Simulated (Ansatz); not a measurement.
`CB(Cl)[SeH]` and `CB(F)[SeH]` differ in one element.

Ansatz, PBE0-D4/def2-TZVP geometries, multiplicity 1. Each molecule was computed in one conformer, which needn't be the lowest.

Scalar relativity is left out up to krypton.

```csv
property,`CB(Cl)[SeH]`
LUMO energy (PBE/def2-TZVPP) / eV,-1.90
size of the dipole moment (PBE/def2-TZVPP) / D,1.70
size of the dipole moment (B3LYP/def2-TZVPP) / D,1.75
HOMO–LUMO gap (PBE0/def2-TZVPP) / eV,6.58
HOMO–LUMO gap (ωB97M-V/def2-TZVPP) / eV,10.72
"ideal-gas entropy at 298 K and 1 bar (rigid rotor, harmonic PBE0-D4/def2-TZVP) / J/(mol·K)",335
```

(1) Give the same properties after the change, and the shifts. (Estimate.)

Results:

(1) Computed: 
```csv
property,`CB(F)[SeH]`,shift
LUMO energy (PBE/def2-TZVPP) / eV,-1.29,0.61
size of the dipole moment (PBE/def2-TZVPP) / D,1.69,-0.01
size of the dipole moment (B3LYP/def2-TZVPP) / D,1.77,0.02
HOMO–LUMO gap (PBE0/def2-TZVPP) / eV,7.17,0.59
HOMO–LUMO gap (ωB97M-V/def2-TZVPP) / eV,11.36,0.64
"ideal-gas entropy at 298 K and 1 bar (rigid rotor, harmonic PBE0-D4/def2-TZVP) / J/(mol·K)",326,-9
```

With PBE0 the HOMO rises by 0.07 eV and the LUMO rises by 0.66 eV, so the gap widens by about 0.59 eV. PBE moves the HOMO by 0.09 eV and ωB97M-V by 0.05 eV. Dipoles are sizes alone; their direction can turn. Modes under 60 cm⁻¹, often nearly free rotors, make the harmonic entropy too high.

B3LYP here is the variant with VWN-RPA as its local correlation; programs differ in this.

Spin–orbit coupling is left out; it splits and shifts lone-pair levels of the heavy atoms by tenths of an eV.
